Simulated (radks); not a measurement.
Task: Excited configurations of Ta IV: one electron is placed in a higher orbital outside [Xe] 4f14 5d1. The ground configuration is [Xe] 4f14 5d2. All-electron calculation, scalar-relativistic Kohn-Sham, r2SCAN, spin-polarised, spherical densities, finite nucleus; open shells are filled with parallel spins first (spin-orbit coupling, left out, can overturn this in heavy ions); meta-GGA in the generalised Kohn-Sham scheme; Fermi nuclear charge, rms radius 5.3507 fm. Program: a radial shooting solver on a logarithmic mesh with Libxc functionals. Excitation = E - E(ground); binding = E(ion) - E, where the ion is the core of charge +4; n* = 4/sqrt(2 binding) in atomic units, and the quantum defect is n - n*.

| outer orbital | excitation (eV) | binding (eV) | n* | quantum defect | eigenvalue (eV) | <r> (bohr) |
|---|---|---|---|---|---|---|
| 5f | 21.264 | 14.230 | 3.911 | 1.089 | -11.908 | 4.124 |
| 6s | 2.704 | 32.791 | 2.577 | 3.423 | -29.452 | 2.633 |
| 6p | 10.318 | 25.177 | 2.940 | 3.060 | -22.370 | 3.161 |
| 6d | 18.990 | 16.504 | 3.632 | 2.368 | -14.409 | 4.366 |
| 6f | 26.199 | 9.296 | 4.839 | 1.161 | -8.069 | 7.323 |
| 7s | 18.664 | 16.831 | 3.596 | 3.404 | -15.150 | 4.993 |
| 7p | 21.589 | 13.905 | 3.957 | 3.043 | -12.481 | 5.804 |
| 7d | 25.372 | 10.122 | 4.638 | 2.362 | -8.985 | 7.507 |

Estimate the row for 7f.

Result: excitation (eV) 29.015; binding (eV) 6.479; n* 5.796; quantum defect 1.204; eigenvalue (eV) -5.718; <r> (bohr) 11.25. The Delta-SCF ionisation energy is 35.495 eV (NIST Atomic Spectra Database: 35 eV, theoretical). Self-interaction in the functional shifts the binding energies and quantum defects, so they are the method's values and not measured ones. Open shells are spherical and high-spin; term and fine-structure splittings are not resolved. Spin-orbit splitting is averaged out at the scalar-relativistic level.
